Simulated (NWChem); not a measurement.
System: C3H5Cl; SMILES ClC1CC1

```xyz
9

Cl    -0.0866    -1.3962     0.0000
C      0.5465     0.2469     0.0000
C     -0.1779     1.3130    -0.7522
C     -0.1779     1.3130     0.7522
H      1.6391     0.2478     0.0000
H      0.4204     2.0560    -1.2870
H     -1.1028     1.0224    -1.2565
H      0.4204     2.0560     1.2870
H     -1.1028     1.0224     1.2565
```
Atoms are numbered in this order, from 1.

The geometry was optimised at PBE0/def2-SVP.

Problem. Give the principal values of the shielding tensors (ppm) of Cl1, C2, C3 from LDA (Slater exchange, VWN5)/pcSseg-1, GIAO (NWChem), with their diamagnetic and paramagnetic parts as GIAO splits them.

Solution. 
```tsv
atom	σ11	σ22	σ33	isotropic	diamagnetic	paramagnetic
Cl1	550.2	690.1	1086.6	775.6	1146.3	-370.6
C2	101.6	120.8	209.1	143.8	248.8	-105.0
C3	130.4	168.7	207.5	168.8	248.1	-79.2
```
